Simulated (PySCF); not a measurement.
# Working with the constants of WF

UHF-MP2 constants of WF, ⁶Σ⁺ (sextet), unpaired electrons σ ↑, π ↑↑, δ ↑↑ (W def2-TZVPP with ECP60, F def2-TZVPP; scalar-relativistic core potentials (PySCF 2.14); masses 183.9509 and 18.9984 u):

- ωe: 650.6 cm⁻¹
- ωexe: 2.56 cm⁻¹
- Be: 0.27392 cm⁻¹
- αe: 0.00152 cm⁻¹

**Question.** What force constant and bond length do these constants imply?

**Answer.** Reduced mass μred = 17.220 u; k = 5.8918×10⁻⁷·μred·ωe² (u, cm⁻¹, mdyn/Å) = 4.29 mdyn/Å; Re = √(16.8576/(μred·Be)) (u, cm⁻¹, Å) = 1.890 Å.

**Question.** Estimate the centrifugal constant D from the Kratzer relation and find the Dunham coefficient a1.

**Answer.** D = 4Be³/ωe² = 1.94e-07 cm⁻¹; a1 = −1 − αeωe/(6Be²) = -3.20.

Correlated steps freeze 1 core orbital. De is left out where the level can put another filling of the metal’s s and d shells below the measured ground configuration, by anything from nothing to about 1 eV. These are scalar-relativistic numbers at best; spin–orbit coupling would shift them, the dissociation energy most. With d or f electrons several states lie close, and the lowest PBE0 determinant need not be the measured ground state.
